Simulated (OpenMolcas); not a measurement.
W4+ (d2) on a cation site of an ionic host was computed by SS-CASPT2, IPEA 0.25 Eh, imaginary shift 0.1 Eh with the d shell active (OpenMolcas, ANO-RCC-VTZP on the metal). Its lowest spin-free states, and all those of the highest spin:

| 2S+1 | Degeneracy | E (cm-1) |
| --- | --- | --- |
| 3 | 3 | 0 |
| 1 | 3 | 7630 |
| 1 | 2 | 7790 |
| 1 | 1 | 18200 |
| 3 | 3 | 30070 |
| 3 | 3 | 36790 |
| 1 | 3 | 37880 |
| 1 | 3 | 40450 |
| 3 | 1 | 61430 |
| 1 | 2 | 69020 |
| 1 | 1 | 78410 |

Q: Is the site octahedral, tetrahedral or cube-like, axial, or of lower symmetry?

A: The states with 2S+1 = 3 have orbital degeneracies 3, 3, 3, 1. Threefold states need a cubic site. For d2 at this spin an octahedron puts the threefold T1 below the threefold T2 and a tetrahedron or cube puts the single A2 below the threefold T2, so the site is octahedral. The run had W4+ with its 6 nearest fluoride ions at 2.043 Å, on the Y site of Cs2NaYF6 (a = 9.075 Å, distance in the model lattice 2.178 Å). The rest of the host is ab initio model potentials to 7.6 Å, with orthogonalisation functions on the cations behind the ligands, and point charges beyond; the distance is set by hand and nothing relaxes, and no local charge compensation is placed. Ligand basis ANO-RCC-VDZP.

Roots that are degenerate in the reference are averaged as groups; the widest CASPT2 spread within a group is 460 cm-1 (the 3-fold group of multiplicity 1 near 40400 cm-1 above the lowest state of its run). Shifts and gaps below about the spread of the groups concerned are not significant. Over all roots computed the reference weight is 0.71 to 0.72; a low but even weight reflects the number of correlated electrons. An orbital triplet at a regular site is open to Jahn-Teller coupling, which can distort the site and quench the lowest spin-orbit gaps and is left out. The least metal-like active orbital is 78 % on the metal (Löwdin) and no ligand orbital is active, so the numbers are rough. Ligand-to-metal charge-transfer states are missing. With no ligand orbital active B as a rule stays too high, so bands that hang on it stand too high and its fall with covalency is understated. With one d shell and no ligand orbital active, 10Dq can be off by a tenth or more. No measured value stands beside these numbers; the geometry was set by hand and not optimised.
